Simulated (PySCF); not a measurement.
GeH₆O₂Si, SMILES O[SiH2][GeH2][OH].

Geometry optimised at B3LYP-D3(BJ)/def2-SVP. The structure was generated by enumeration, and PubChem lists no compound with its InChIKey, so it may never have been made. Other conformers were not sampled.

The numbers are results of PBE0/def2-TZVP (PySCF), not measurements.

Symmetry labels are those of the subgroup Cs that the program uses (full group Cs).

Computed valence orbital energies around the gap with their symmetry:
```csv
orbital,symmetry,energy (eV)
HOMO−7,A',-12.68
HOMO−6,A",-10.86
HOMO−5,A',-10.61
HOMO−4,A",-10.23
HOMO−3,A',-9.96
HOMO−2,A",-8.81
HOMO−1,A",-8.48
HOMO,A',-8.05
LUMO,A',-0.82
LUMO+1,A',0.46
LUMO+2,A",0.67
LUMO+3,A',1.06
```
